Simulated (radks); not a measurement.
Results of a calculation; reference values are marked as such.
Ionisation of the thulium ion Tm+, [Xe] 4f13 6s1, to Tm2+, [Xe] 4f13, under several functionals. Scalar-relativistic Kohn-Sham, spin-unpolarised, spherical densities, finite nucleus; a radial shooting solver on a logarithmic mesh with Libxc functionals.

functional	E(Tm+) (hartree)	Exc (hartree)	IE (eV)	-e(HOMO) (eV)	<r> HOMO (bohr)	IE error (eV)
SOGGA	-13560.9664	-280.1563	11.888	9.018	3.588	-0.177
exchange-only LDA	-13550.3406	-269.4474	11.413	8.532	3.615	-0.652
PBE	-13565.7690	-284.9710	12.097	9.165	3.586	+0.032
HCTH/407	-13573.8878	-293.4826	12.261	9.099	3.658	+0.196
r2SCAN	-13567.1581	-285.4571	11.585	9.032	3.668	-0.480
BP86	-13567.5591	-286.7624	12.110	9.354	3.565	+0.045

NIST Atomic Spectra Database: 12.07 eV (semi-empirical). Closest: PBE. The Delta-SCF values span 0.85 eV, the total energies 23.55 hartree. The highest occupied level is 6s. Spin polarisation and multiplet splitting are left out, so open shells lie too high by an amount that depends on their filling. Spin-orbit splitting is averaged out at the scalar-relativistic level.

Beside tabulated values, note that spin-unpolarised runs miss the spin-polarisation part of the exchange energy of open shells.
